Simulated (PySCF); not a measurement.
Gas-phase reaction: 2 GaH(CH₃)₂ + 4 CH₃ ⇌ Ga₂H₆ + 2 C₄H₁₀ (n-butane)

Computed with PySCF and rigid-rotor harmonic-oscillator thermochemistry at 1 bar. † marks an energy on the PBE0/def2-TZVP geometry and frequencies; other levels use their own. Open shells (unrestricted): CH₃ (multiplicity 2); the rest are closed-shell singlets. Ga: all electrons, no relativistic terms. GaH(CH₃)₂, Ga₂H₆: computed as isolated molecules; such fragments, hydroxides, amides, oligomers or adducts are transient or little studied in the gas.

```tsv
level	ΔH°(298 K), kJ
BLYP/def2-TZVP†	-639
M06-2X/def2-TZVP†	-734
PBE/def2-TZVP†	-730
PBE0/def2-TZVP	[?]
ωB97X-V/def2-TZVP†	[?]
```

Task: Some entries are withheld; supply them.

Result: 
- PBE0/def2-TZVP, ΔH°(298 K), kJ: -724
- ωB97X-V/def2-TZVP†, ΔH°(298 K), kJ: -760
